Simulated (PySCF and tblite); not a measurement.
The numbers below are computed, except where a source is named.
**C₃H₁₀F₂Si₂, numbered as in [CH3:1][Si:2]([CH3:3])([F:4])[CH2:5][SiH2:6][F:7]: conformational analysis**

Level: PBE0-D3(BJ)/def2-SVP (IEF-PCM, water)//GFN2-xTB, thermal terms from GFN2-xTB, symmetry numbers and mirror pairs counted. Conformers within 2 kcal/mol (GFN2-xTB free energy) were kept, 10 at most. GIAO shieldings: B97-2/pcSseg-1 (IEF-PCM, water). Shifts are against TMS (¹H), TMS (¹³C), TMS (²⁹Si) at the same level. Programs: PySCF with density fitting and tblite.

Torsions listed: F4–Si2–C5–Si6, Si2–C5–Si6–F7. Of a mirror pair one member is shown.

```
conformer        shape   symmetry  E(GFN2) kcal/mol  E(DFT) kcal/mol  G(298.15 K) kcal/mol  weight %  dipole D
        1    171°, 49°  C1 (pair)              0.00             0.00                  0.00      45.5      1.37
        2   -58°, -64°  C1 (pair)              0.05             0.55                  0.54      18.2      2.91
        3    -85°, 45°  C1 (pair)              1.10             0.65                  0.68      14.4      4.09
        4  -49°, -178°  C1 (pair)              0.52             1.03                  0.80      11.8      3.14
        5   180°, 180°         Cs              0.95             0.80                  0.90      10.0      2.27
```

Weights (%) against temperature:

```csv
T (K),1,2,3,4,5,S(mix) cal/mol/K
250,51.0,17.2,12.9,9.8,9.0,3.95
298.15,45.5,18.2,14.4,11.8,10.0,4.08
350,41.4,18.8,15.6,13.4,10.7,4.17
500,34.9,19.6,17.6,16.1,11.8,4.27
800,29.9,19.8,19.4,18.3,12.5,4.33
```

Averaged shifts at 298.15 K. ¹H: 5.15 (H6, 2H), 0.55 (H5, 2H), 0.36 (H1/H3, 6H) ppm. ¹³C: 7.0 (C5), 2.1 (C1/C3) ppm. ²⁹Si: 38.5 (Si2), 7.3 (Si6) ppm.

Coordinates of conformer 1 (Å):

```xyz
17

C    -1.065    1.786   -0.400
Si   -0.692    0.247    0.637
C    -1.554   -1.317    0.004
F    -1.302    0.530    2.128
C     1.175   -0.021    0.898
Si    2.121   -0.642   -0.616
F     1.719    0.299   -1.866
H    -2.128    1.888   -0.594
H    -0.738    2.688    0.111
H    -0.555    1.747   -1.356
H    -1.339   -2.171    0.641
H    -1.234   -1.565   -1.002
H    -2.633   -1.189   -0.014
H     1.319   -0.727    1.716
H     1.615    0.918    1.234
H     3.563   -0.482   -0.492
H     1.720   -1.978   -1.038
```

Unscaled ²⁹Si shifts at such levels can be off by tens of ppm; differences between conformers or isomers are more reliable. Shifts are unscaled: against experiment ¹³C can be off by 15 ppm or more and ¹H by 0.8 ppm.

Search and properties took 3.2 min on 1 thread of Arm Neoverse V1, on a host shared with other jobs (rough), launched as `OMP_NUM_THREADS=1 python ens_run.py task.json out`.


Conformer gaps in def2-SVP on xTB geometries can be 2 kcal/mol too large for S=O, P=O and other polar bonds.